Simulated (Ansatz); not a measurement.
Q: Predict a relaxed structure of the cluster RuO2⁺ (the lowest doublet isomer of a short search), charge 1, doublet, at PBE0-D4/def2-TZVP (Ansatz).

A: 
```xyz
3

Ru    0.0365    0.0679    0.4265
O     1.2244    0.7621   -0.4462
O    -1.2609   -0.8300    0.0197
```
Point group C2v (tolerance 0.1 Å). The metal has 2 neighbours: O 1.63 Å, O 1.63 Å. This is one stationary point.

In the def2 sets Ru takes a core potential; there is no spin–orbit coupling. The structure comes from a short search, and lower isomers may exist.
